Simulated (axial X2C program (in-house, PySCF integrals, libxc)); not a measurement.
# How long does CI⁻ take?

A bond scan computed with an axial X2C code built on PySCF integrals. Basis: I dyall-acv3z [12s13p9d5f1g], C dyall-av3z [8s7p3d2f] (cores contracted in-house).

Input file and command:
```json
{
 "zs": [
  53,
  6
 ],
 "q": -1,
 "bas": [
  "dyall-acv3z",
  "dyall-av3z"
 ],
 "levels": [
  "PBE0",
  "HF",
  "PBEsol"
 ],
 "cc": true,
 "r0": 2.08,
 "thr": -2.0,
 "nmax": 90,
 "npts": 10,
 "nst": 2,
 "ntry": 6
}
```
```bash
python so2c.py task.json out
```

Keys: zs atomic numbers; q charge; bas basis sets; levels methods; cc coupled cluster on or off; r0 starting distance in Å; thr threshold in hartree for freezing inner shells (an s shell follows its p shell); nmax most natural virtual spinors; npts points on the curve; nst determinants followed; ntry starts of the search. HF also brings MP2.

Hardware: 1 thread of Arm Neoverse V1, on a shared host.

Wall time of one point of each curve, integrals apart:

| Hamiltonian | level | points | seconds a point |
| --- | --- | --- | --- |
| spin-free | PBE0 | 10 | 0.6 |
| spin-free | HF | 10 | 0.42 |
| spin-free | CCSD(T) (12 electrons, 89 virtuals) | 7 | 5.6 |
| spin-free | PBEsol | 10 | 0.36 |
| 2c | PBE0 | 10 | 0.83 |
| 2c | HF | 10 | 0.7 |
| 2c | CCSD(T) (12 electrons, 90 virtuals) | 7 | 6.4 |
| 2c | PBEsol | 10 | 0.4 |

The rest:

Search with its distance optimisation 33 s, atoms 16 s, whole task 170 s. Coupled cluster runs on the points near the minimum only. The program drops outer points, and coupled cluster, when its time limit (not in the input) nears; MP2, further determinants and curves that did not converge are not in the table.
